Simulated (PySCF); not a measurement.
# Exercise with solution: chemical shift, span and skew from a shielding tensor

C4H4ClF, SMILES C=C=C(F)CCl. Atoms are numbered in the order given.

```xyz
10

C      2.5027    -0.2044    -1.5334
C      1.4040    -0.4161    -0.8567
C      0.2818    -0.6020    -0.1992
F      0.1832    -1.5332     0.7706
C     -0.9800     0.1501    -0.4361
Cl    -1.4219     1.1882     0.9862
H      2.7153    -0.7387    -2.4677
H      3.2576     0.5130    -1.1883
H     -1.8187    -0.5455    -0.5826
H     -0.8825     0.8047    -1.3096
```

Geometry: B3LYP-D3(BJ)/def2-SVP. This is a generated structure with no PubChem entry under its InChIKey; it may be hypothetical. The values are those of a single conformer.

GIAO shieldings from KT2/pcSseg-1 in PySCF, non-relativistic, no solvent. The symmetric part of the tensor of C5 has the principal values 106.3, 134.4, 151.3 ppm. The same nucleus in TMS has σ = 185.1 ppm at this level (PySCF, at its B3LYP-D3(BJ)/def2-TZVP geometry). Without spin–orbit terms, shifts of atoms bonded to Cl or Br come out too high.

**Question.** Work out the isotropic shielding, the ¹³C shift against TMS, the span and the skew.

**Answer.** 
σ(iso) = (σ11 + σ22 + σ33)/3 = 130.7 ppm. δ = σ(ref) − σ(iso) = 185.1 − (130.7) = 54.4 ppm.
Span Ω = σ33 − σ11 = 45.0 ppm. Skew κ = 3(σ(iso) − σ22)/Ω = -0.25. Tumbling in solution averages the tensor to δ; in a static solid the shielding alone would spread this spin-1/2 line over Ω.
